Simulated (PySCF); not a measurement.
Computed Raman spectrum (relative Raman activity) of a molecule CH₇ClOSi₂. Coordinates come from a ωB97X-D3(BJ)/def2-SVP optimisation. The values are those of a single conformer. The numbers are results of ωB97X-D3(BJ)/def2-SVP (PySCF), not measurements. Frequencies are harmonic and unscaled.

Lines under 2 % of the strongest are left out, and lines within 2 cm⁻¹ are merged.

| ν (cm⁻¹) | relative intensity |
|---|---|
| 426 | 3.8 |
| 468 | 2.5 |
| 613 | 3.0 |
| 680 | 3.0 |
| 718 | 4.1 |
| 756 | 4.0 |
| 835 | 2.4 |
| 858 | 2.8 |
| 888 | 2.6 |
| 946 | 2.3 |
| 948 | 5.3 |
| 1445 | 5.6 |
| 1448 | 3.9 |
| 2237 | 35 |
| 2246 | 100 |
| 2248 | 27 |
| 3071 | 48 |
| 3175 | 29 |
| 3179 | 37 |
| 3919 | 53 |

**Question.** Pick the molecule that these values belong to.
(A) C[Si@H](Cl)[SiH2]O
(B) C[Si@@](O)([SiH3])Cl
(C) OC[Si@H]([SiH3])Cl
(D) C[SiH2][Si@@H](O)Cl

**Answer.** D, C[SiH2][Si@@H](O)Cl
